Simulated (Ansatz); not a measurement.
Gas-phase electronic energies from Ansatz, PBE0-D4/def2-TZVP geometries. CCSD(T)/CBS adds triple-zeta CCSD(T) − MP2 to the extrapolated MP2 energy (def2 sets, frozen cores). This one scheme is used for every species. Functionals use def2-TZVPP. B3LYP here is the variant with VWN-RPA as its local correlation; programs differ in this. HSE06 is defined as in plane-wave codes. Each species was taken in one conformer, which may not be the lowest.

Consider the β-hydride elimination: `CC[SiH](Cl)OC` → `CO[SiH2]Cl` + `C=C`.

Q: Is it downhill or uphill in electronic energy at CCSD(T)/CBS, and by how much? (Estimate.)

A: Ansatz gave: Uphill: ΔE = +1.57 eV.

Q: What do these levels give: LDA (SPW92), revPBE-D4, r2SCAN-D4, B3LYP-D4, HSE06-D4, PBE, revPBE, HF/def2-TZVPP, SCS-MP2/def2-TZVPP, CCSD/def2-TZVPP, MP2/CBS(def2), CCSD/CBS(def2)? (Estimate.)

A: Ansatz gave: LDA (SPW92) 2.02, revPBE-D4 1.65, r2SCAN-D4 1.69, B3LYP-D4 1.52, HSE06-D4 1.77, PBE 1.56, revPBE 1.36, HF/def2-TZVPP 1.23, SCS-MP2/def2-TZVPP 1.53, CCSD/def2-TZVPP 1.54, MP2/CBS(def2) 1.70, CCSD/CBS(def2) 1.56 eV.

Largest T1 diagnostic among the species: 0.011.

In def2-TZVPP, CCSD(T) changes the Hartree–Fock value by +0.32 eV (the triples alone add +0.02 eV) and MP2 by +0.45 eV. From BLYP to BHLYP (50 % exact exchange), in def2-TZVPP and without D4, ΔE moves by +0.30 eV.
